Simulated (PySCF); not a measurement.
Delta-SCF ions had no search for a lower state. Excitations are Tamm–Dancoff values on a coarser integration grid. The basis has no diffuse functions, so Rydberg states are missing or too high.

CHBO₂, SMILES `O=BC=O` (O–B–C–O torsion 180°) (charge 0, multiplicity 1)

Method: ωB97X-D3(BJ)/def2-TZVP // B3LYP-D3(BJ)/def2-TZVP (PySCF).

HOMO: -11.20 eV
dipole moment: 2.60 D
LUMO: -0.73 eV
HOMO–LUMO gap: 10.47 eV
S1 excitation (TDA): 3.37 eV
S1 oscillator strength: 0.000
T1 excitation (TDA): 2.67 eV
S1–T1 gap (TDA): 0.70 eV
vertical ionisation energy (Delta-SCF): 11.41 eV
total energy: -214.1567 Ha
cost: very roughly 80 core-seconds

```xyz
5

O      2.0092     0.0485     0.3220
B      0.8799     0.0195    -0.0840
C     -0.6027    -0.0297    -0.6205
O     -1.3093     0.9475    -0.5794
H     -0.9771    -0.9858    -1.0358
```
